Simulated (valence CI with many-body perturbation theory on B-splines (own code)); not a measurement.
# Cd³⁵⁺ in brief

Computed by relativistic CI+MBPT: three valence electrons over a frozen Dirac-Fock core [Ne], radial functions for each j: 11 s, 11 p, 10 d, 8 f, 5 g, 2 h, with the one-electron correlation potential Σ1 (screened to all orders), the two-electron term Σ2, the three-electron term Σ3, Breit, model QED; selected single and double excitations, second order for the rest, scaled by the run's own slope (own B-spline code, finite nucleus).

The last digits are not significant, and no measured levels were compared; by estimate large intervals hold to a few tenths of a per cent, small ones and those within an open d or f shell to about a per cent.

Levels are named by their leading jj configuration (3d3/2^4 stands for four electrons in 3d with j = 3/2), which in mixed levels can hold well under half, so a name can repeat and another be missing.

Rates and lifetimes use the calculated energies. Strong lines usually hold to 10 to 20 %, long lifetimes can be off by a factor of two.

Question: What is the ground level?

Answer: (3s^2 3p1/2) J=1/2, composition 99 % 3s2 3p 2P°, g = 0.659.

Question: Among levels below 8968.3 × 10³ cm⁻¹, which E1 lines absorb most strongly from the ground level?

Answer: to (3s^2 3d3/2) J=3/2 at 6.885 nm, f = 0.350; to (3s 3p1/2 3p3/2) J=1/2 at 8.320 nm, f = 0.191; to (3s 3p1/2 3p3/2) J=3/2 at 8.829 nm, f = 0.103.

Question: Where does the other parity begin?

Answer: At (3s 3p1/2^2) J=1/2, 675.74 × 10³ cm⁻¹.

Question: Name the longest-lived excited levels whose lifetime is computed, and their main decay.

Answer: (3s 3p3/2 3d5/2) J=9/2 at 2392.8 × 10³ cm⁻¹ lives 2.76 μs, mostly by M1 to (3s 3p1/2 3d5/2) J=7/2; (3s^2 3p3/2) J=3/2 at 383.44 × 10³ cm⁻¹ lives 1.97 μs, mostly by M1 to (3s^2 3p1/2) J=1/2; (3s 3p1/2 3p3/2) J=3/2 at 951.05 × 10³ cm⁻¹ lives 1.59 ns, mostly by E1 to (3s^2 3p3/2) J=3/2.

Question: What is the ionisation energy?

Answer: 2272.6 eV; NIST lists 2250 ± 10 eV (semi-empirical).

Question: How well does LS coupling describe the low levels?

Answer: Among the lowest 20 levels the leading LS term, summed over configurations, holds 70 % on average. For single configurations the figures are 66 % in LS and 84 % in jj coupling. Terms mix most in the J = 5/2 level at 2082.4 × 10³ cm⁻¹, where the leading one holds 37 %.
